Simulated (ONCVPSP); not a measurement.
## Reading a pseudo-wave (magnesium (Mg))

Columns: radius, all-electron u(r) and pseudo u(r) of the 2s shell (level -81.92 eV) of magnesium in the configuration [He] 2s2 2p6 3s1 3p1; PBE, scalar-relativistic, ONCV scheme, ONCVPSP 4.0.1.

```tsv
r (bohr)	all-electron	pseudo
0.068	-0.5592	0.2394
0.135	-0.2973	0.4640
0.202	0.1562	0.6671
0.270	0.5798	0.8430
0.338	0.8962	0.9822
0.405	1.0967	1.0805
0.473	1.2044	1.1408
0.540	1.2378	1.1631
0.608	1.2200	1.1531
0.675	1.1682	1.1165
0.742	1.0954	1.0595
0.810	1.0097	0.9873
0.878	0.9192	0.9064
0.945	0.8300	0.8233
1.013	0.7423	0.7392
1.080	0.6608	0.6596
1.148	0.5842	0.5838
1.215	0.5151	0.5150
1.283	0.4516	0.4516
1.350	0.3955	0.3954
1.418	0.3447	0.3447
1.485	0.3003	0.3003
1.553	0.2605	0.2605
1.620	0.2261	0.2261
1.688	0.1954	0.1954
1.755	0.1690	0.1690
```

Q: How many radial nodes do the two functions have?

A: The all-electron 2s function has n − l − 1 = 1; the pseudo-wave has 0, since the states of the same l below it are removed with the core.

Q: At about which radius was the pseudo-wave matched?

A: 1.35 bohr. The columns agree to 0.0005 from 1.15 bohr on; several derivatives are matched, so the curves merge somewhat inside the radius.

Q: Where does each function peak?

A: Outermost all-electron maximum near 0.54 bohr, pseudo maximum near 0.54 bohr (to the table’s step).

Q: Is the pseudo-wave norm-conserving?

A: Yes: the ONCV scheme keeps the norm inside the radius equal to the all-electron one, which fixes the energy derivative of the logarithmic derivative at the level.
